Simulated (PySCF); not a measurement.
Electron correlation in Ti (titanium, neutral)

[Ar] 3d2 4s2, high-spin 3F determinant. Computed with PySCF 2.14 in ANO-RCC-VTZP, with scalar relativity by spin-free X2C-1e. Frozen: [Ne]; 12 electrons correlated.

MP2 pair energies summed by pair of shells (mhartree):

```json
{"pair": "3p-3p", "energy": "-136.74", "share (%)": "40.5"}
{"pair": "3p-3d", "energy": "-76.92", "share (%)": "22.8"}
{"pair": "3s-3p", "energy": "-42.16", "share (%)": "12.5"}
{"pair": "3p-4s", "energy": "-22.26", "share (%)": "6.6"}
{"pair": "4s-4s", "energy": "-20.31", "share (%)": "6.0"}
{"pair": "3d-4s", "energy": "-13.71", "share (%)": "4.1"}
{"pair": "3s-3d", "energy": "-12.18", "share (%)": "3.6"}
{"pair": "3s-3s", "energy": "-7.39", "share (%)": "2.2"}
{"pair": "3d-3d", "energy": "-4.93", "share (%)": "1.5"}
{"pair": "3s-4s", "energy": "-1.42", "share (%)": "0.4"}
```

Total MP2 correlation energy: -338.03 mhartree.

Same-spin part -91.24 and opposite-spin part -246.79 mhartree; SCS-MP2 scales them by 1/3 and 6/5 to -326.57 mhartree.
